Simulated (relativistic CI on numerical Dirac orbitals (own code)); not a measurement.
Computed by Dirac-Coulomb-Breit CI, orbitals from a KLI potential per configuration, model QED (radiative potential, 1s self-energy scaled to tabulated hydrogen-like ionisation energies), unscaled Slater integrals (own radial code, finite nucleus).

CI space (outside the closed core [Ne]): 3s, 3p, 3d, 4s, 4p, 4d, 4f, 5s, 5p, 5d, 5f, 5g, 6s, 6p, 6d, 7s, 7p. Levels of other configurations are missing.

At this charge energies of transitions that change n are usually good to better than 1 %, and those within a shell (Δn = 0) to a few per cent.

Outline of the computed level scheme of Ru XXXIV. Lowest level of each configuration: 3s 2S_1/2 at 0.00 eV; 3p 2P°_1/2 at 75.08 eV; 3d 2D_3/2 at 206.22 eV; 4s 2S_1/2 at 922.12 eV; 4p 2P°_1/2 at 952.98 eV; 4d 2D_3/2 at 1003.23 eV; 4f 2F°_5/2 at 1025.26 eV; 5s 2S_1/2 at 1329.26 eV; 5p 2P°_1/2 at 1344.76 eV.

Some strong electric-dipole decays among the lowest 15 levels: 4f 2F°_7/2 → 3d 2D_5/2 (2.0e+13 s⁻¹); 4f 2F°_5/2 → 3d 2D_3/2 (1.9e+13 s⁻¹); 4d 2D_5/2 → 3p 2P°_3/2 (9.4e+12 s⁻¹); 4d 2D_3/2 → 3p 2P°_1/2 (7.6e+12 s⁻¹); 4p 2P°_1/2 → 3s 2S_1/2 (4.3e+12 s⁻¹); 4p 2P°_3/2 → 3s 2S_1/2 (3.7e+12 s⁻¹); 4s 2S_1/2 → 3p 2P°_3/2 (3.3e+12 s⁻¹); 5p 2P°_1/2 → 3s 2S_1/2 (2.4e+12 s⁻¹).
